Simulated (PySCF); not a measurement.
**Two-component Hartree-Fock for Au(68+) (gold, charge +68)**

Start: [Ne] 3s1; 3s1/2 filled at m_j = +1/2. Calculated with PySCF 2.14 in an even-tempered Gaussian basis (17 s from 24 bohr⁻², ratio 2.4; 14 p from 31 bohr⁻², ratio 2.4; 4 d from 99 bohr⁻², ratio 2.6; 4 f from 150 bohr⁻², ratio 2.6): generalised Hartree-Fock with the X2C-1e Hamiltonian and a Gaussian nucleus; one run each with spin-orbit coupling (SO) switched off, then screened by Boettger's factors.

| spinor shell | electrons | ε, spin-free (eV) | ε, screened SO (eV) | weight of nominal j (screened SO) | rms radius, screened SO (bohr) |
| --- | --- | --- | --- | --- | --- |
| 1s1/2 | 2 | -87406.3 | -87383.3 | 1.000 | 0.0190 |
| 2s1/2 | 2 | -20324.5 | -20318.8 | 1.000 | 0.0755 |
| 2p1/2 | 2 | -18412.2 | -19779.2 | 1.000 | 0.0639 |
| 2p3/2 | 4 | -18412.2 | -17880.4 | 1.000 | 0.0714 |
| 3s1/2 | 1 | -8364.0 | -8363.0 | 1.000 | 0.180 |

```csv
quantity,spin-free,screened SO
E (hartree),-13092.29673,-13115.52548
M_J,1/2,1/2
⟨J²⟩,0.750,0.750
⟨L²⟩,0.000,0.046
⟨S²⟩,0.750,0.796
```

Each row is a mean over spinors that exchange with the open shell spreads, by up to 18.704 eV (2s1/2).

Breit and QED terms are absent; they matter most for the inner s and p1/2 levels.

Densities and radii are taken from the X2C orbitals without a picture-change correction, which distorts them close to the nucleus.

Without spin-orbit coupling the j labels of p, d and f shells carry no meaning; the spin-free column gives the mean over the occupied spinors of each nl shell.
